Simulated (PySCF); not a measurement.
# Computed records: CH$_{10}$GeSi$_{2}$

Computed with PySCF 2.14.0. Calculation on a computer-drawn molecule: the log of a Hartree-Fock and frozen-core CCSD(T) single point meant for a local Hartree-Fock minimum, with one planted fault or none, to be diagnosed. Offsets are logged minus clean, where the clean run is the same molecule without the fault. The reference is restricted for singlets and unrestricted otherwise, and also for a bond in bohr or an excited solution. Adding or removing an electron swaps singlet and doublet. The excited solution moves the top pair (singlet) or top alpha electron (doublet) to the lowest empty orbital. Highest occupied and lowest empty are orbital energies over both spins, largest force is the largest gradient component, triples share is (T) over the correlation energy, the T1 limit is 0.02 restricted and 0.045 unrestricted, electrons count all cores, a negative frequency is imaginary (commonest isotopes), and the dipole is about the centre of nuclear charge; on germanium a core potential holds 10 electrons, which the energies leave out, and 3d is frozen in MP2 and coupled-cluster steps.

```xyz
14
formula=CH10GeSi2 meant_charge=0 meant_multiplicity=1 meant_basis=cc-pV(D+d)Z meant_basis_and_core_potential_on_germanium=cc-pVDZ-PP_ECP10MDF logged_electrons=76 logged_basis_functions=133 logged_SCF_converged=yes logged_spin_squared=2.0154 logged_highest_occupied=-3.5935 logged_lowest_empty=-2.2262 logged_largest_force=0.053254 logged_T1_diagnostic=0.026543 logged_D1_diagnostic=0.14698 logged_triples_share=0.02986 logged_CC_converged=yes logged_dipole_magnitude=1.932 logged_SCF_stable_within_its_kind=yes logged_energy_HF=-914.71363 logged_energy_CCSD(T)=-915.26561 possible_faults=no_fault,one_electron_removed,one_electron_added,multiplicity_raised_by_two,geometry_at_a_saddle_point,SCF_held_on_an_excited_solution,minimal_basis_STO-3G,one_bond_length_entered_in_bohr,all_coordinates_scaled planted_fault=multiplicity_raised_by_two HF_energy_offset_from_clean_run=141.5 CCSD(T)_energy_offset_from_clean_run=140.7
C     -2.6934     0.9993    -0.2617
Ge    -1.4470     1.6824     1.1004
Si    -0.6269    -0.0763     2.5346
Si     0.6079    -1.7076     1.3425
H     -2.1980     0.2676    -0.9027
H     -3.5518     0.5214     0.2141
H     -3.0531     1.8200    -0.8851
H     -2.1571     2.7452     1.9549
H     -0.2571     2.3655     0.4055
H     -1.7791    -0.7375     3.2017
H      0.2385     0.5102     3.5900
H      1.7839    -1.0812     0.6906
H      1.0819    -2.7803     2.2503
H     -0.2404    -2.3197     0.2899
```

Units: logged_highest_occupied, logged_lowest_empty in eV; logged_largest_force in hartree/bohr; logged_dipole_magnitude in debye; logged_energy_HF, logged_energy_CCSD(T) in hartree; HF_energy_offset_from_clean_run, CCSD(T)_energy_offset_from_clean_run in kcal/mol.

Drawn bonds:
```tsv
atom	other atom	order
1	2	1
2	3	1
3	4	1
1	5	1
1	6	1
1	7	1
2	8	1
2	9	1
3	10	1
3	11	1
4	12	1
4	13	1
4	14	1
```
